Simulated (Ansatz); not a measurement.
Input for Ansatz (an electronic-structure program): R-CCSD(T)/cc-pV(T+d)Z on H4O3Si (SMILES O[SiH](O)O). The basis file is the Basis Set Exchange's JSON of that set.

Ansatz 0.2 input:
```yaml
crystal:
  periodic: [false, false, false]
  atoms:
    - {symbol: O, position_ang: [0.42794831, -0.07812331, -1.51897800]}
    - {symbol: Si, position_ang: [0.15606080, 0.05846640, 0.08813332]}
    - {symbol: O, position_ang: [-1.06082144, 1.12568848, 0.32389498]}
    - {symbol: O, position_ang: [-0.30727298, -1.39970843, 0.66640786]}
    - {symbol: H, position_ang: [1.02868164, -0.75727793, -1.83458233]}
    - {symbol: H, position_ang: [1.37961035, 0.51681339, 0.77709748]}
    - {symbol: H, position_ang: [-0.99968621, 1.99808486, -0.07224508]}
    - {symbol: H, position_ang: [-0.62452048, -1.46394345, 1.57027178]}
basis:
  gaussian:
    orbitals: cc-pV_T+d_Z.json
magnetization: {spin_polarized: false}
correlation: {method: ccsd_t, electrons: outside_noble_gas}
scf: {lower_state_search: off}
```

Output:

```
WARN ansatz: RAYON_NUM_THREADS=4 ignored (pool sized by the plan → 4); use --threads N
Functional definition: HF
these checks for a lower state are left out or cut short: stability, starts, cluster_reference, orbital_swaps, neighbouring_geometries, increment
integrals: 0.65 GiB planned
1096 factors; integrals over basis functions are off by at most 1.1e-3 eV
mean field: 0.65 GiB planned
mean field evaluation 1: about -14039.3622 eV, gradient 5.5e1 eV
mean field evaluation 2: about -14039.5223 eV, gradient 5.5e1 eV
mean field evaluation 4: about -14044.5621 eV, gradient 2.8e0 eV
mean field evaluation 8: about -14044.6001 eV, gradient 9.4e-2 eV
mean field -14044.60010757 eV, -516.1295341814 hartree, gradient 2.1e-6 eV, S^2 0.000000; 0 other end points of the search recorded, 0 dependent functions left out
8 core orbitals not correlated
reference -14044.60010757 eV, -516.1295341814 hartree; 13, 13 occupied and 164, 164 virtual orbitals, 1096 factors
second order -23.00936146 eV of doubles, -0.00000000 eV of singles
coupled cluster: 1.94 GiB planned
cycle   1  -22.83805094 eV  change    1.7e-1 eV  update   9.0e-2
cycle   2  -23.31023028 eV  change   -4.7e-1 eV  update   2.5e-2
cycle   3  -23.41439606 eV  change   -1.0e-1 eV  update   1.2e-2
cycle   4  -23.39804040 eV  change    1.6e-2 eV  update   2.5e-3
cycle   5  -23.39779730 eV  change    2.4e-4 eV  update   1.2e-3
cycle   6  -23.39847754 eV  change   -6.8e-4 eV  update   3.2e-4
cycle   7  -23.39829201 eV  change    1.9e-4 eV  update   1.2e-4
cycle   8  -23.39822700 eV  change    6.5e-5 eV  update   3.1e-5
cycle   9  -23.39822689 eV  change    1.1e-7 eV  update   1.0e-5
perturbative correction -0.79461816 eV, -0.0292016789 hartree
Total energy: -14068.79295263 eV, -517.0186048386 hartree
Checks for a lower state left out: stability, starts, cluster_reference, orbital_swaps, neighbouring_geometries, increment
```

The calculation finished and met its thresholds.

Cost: roughly 90 core-seconds.
